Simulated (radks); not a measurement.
Results of a calculation; reference values are marked as such.
Question: Coherent X-ray form factor from a spherical all-electron density. Level of theory: scalar-relativistic Kohn-Sham, PBE, spin-unpolarised, spherical densities, finite nucleus; Fermi nuclear charge, rms radius of each element as measured or else 0.836 A^(1/3) + 0.57 fm (a radial shooting solver on a logarithmic mesh with Libxc functionals).

sin(theta)/lambda (1/angstrom),f0 (electrons)
0.05,18.230
0.1,16.759
0.15,15.248
0.2,13.731
0.25,12.278
0.3,10.992
0.4,9.076
0.5,7.891
0.6,7.117
0.8,5.948
1,4.849
1.25,3.628
1.5,2.723
2,1.752

The species is in the configuration that NIST lists as its ground one. Which atom or ion scatters so?

Answer: Neutral potassium, [Ar] 4s1. Extrapolating in s^2 from the first two rows gives f0(0) = 18.7, near the electron count 19; among species with that count, the fall with angle is slower the higher Z, and the table is that of Z = 19; from so few rows the species is fixed only to a neighbour or two.
